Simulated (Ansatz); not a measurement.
`C/C=C/CCCC`, charge 0, multiplicity 1.

Give a relaxed structure at PBE0-D4/def2-TZVP (Ansatz). (An estimate is asked.)

Ansatz gave: 
```xyz
21

C     0.146   -3.250    0.934
C    -0.347   -1.856    1.114
C    -0.902   -1.112    0.165
C    -1.396    0.286    0.338
C    -0.694    1.290   -0.575
C     0.785    1.459   -0.271
C     1.466    2.456   -1.191
H    -0.371   -3.944    1.604
H    -0.001   -3.595   -0.091
H     1.213   -3.326    1.170
H    -0.240   -1.428    2.111
H    -1.006   -1.536   -0.835
H    -2.472    0.315    0.128
H    -1.274    0.590    1.384
H    -1.195    2.261   -0.491
H    -0.817    0.975   -1.619
H     0.901    1.778    0.772
H     1.282    0.486   -0.343
H     1.390    2.143   -2.237
H     2.526    2.565   -0.954
H     1.005    3.446   -1.113
```
This is one stationary point; other conformers may exist.
